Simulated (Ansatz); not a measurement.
Start from `[SiH3][SiH]1CBC1` and change one atom or group to get `Cl[SiH]1CBC1`.

Ansatz, PBE0-D4/def2-TZVP geometries, multiplicity 1. 

| property | `[SiH3][SiH]1CBC1` |
| --- | --- |
| HOMO–LUMO gap (ωB97M-V/def2-TZVPP) / eV | 10.78 |
| size of the dipole moment (B3LYP/def2-TZVPP) / D | 0.88 |
| LUMO energy (PBE/def2-TZVPP) / eV | -1.90 |
| LUMO energy (ωB97M-V/def2-TZVPP) / eV | 0.90 |
| LUMO energy (B3LYP/def2-TZVPP) / eV | -1.16 |
| LUMO energy (PBE0/def2-TZVPP) / eV | -0.98 |

Task: What does the change do to each property? (Best estimate.)

Result: Ansatz gave: 
| property | `Cl[SiH]1CBC1` | shift |
| --- | --- | --- |
| HOMO–LUMO gap (ωB97M-V/def2-TZVPP) / eV | 10.67 | -0.11 |
| size of the dipole moment (B3LYP/def2-TZVPP) / D | 0.90 | 0.02 |
| LUMO energy (PBE/def2-TZVPP) / eV | -2.49 | -0.59 |
| LUMO energy (ωB97M-V/def2-TZVPP) / eV | 0.40 | -0.50 |
| LUMO energy (B3LYP/def2-TZVPP) / eV | -1.74 | -0.58 |
| LUMO energy (PBE0/def2-TZVPP) / eV | -1.55 | -0.57 |

With PBE0 the HOMO falls by 0.32 eV and the LUMO falls by 0.57 eV, so the gap narrows by about 0.25 eV. PBE moves the HOMO by -0.22 eV and ωB97M-V by -0.39 eV. Dipoles are sizes alone; their direction can turn.

B3LYP here is the variant with VWN-RPA as its local correlation; programs differ in this.
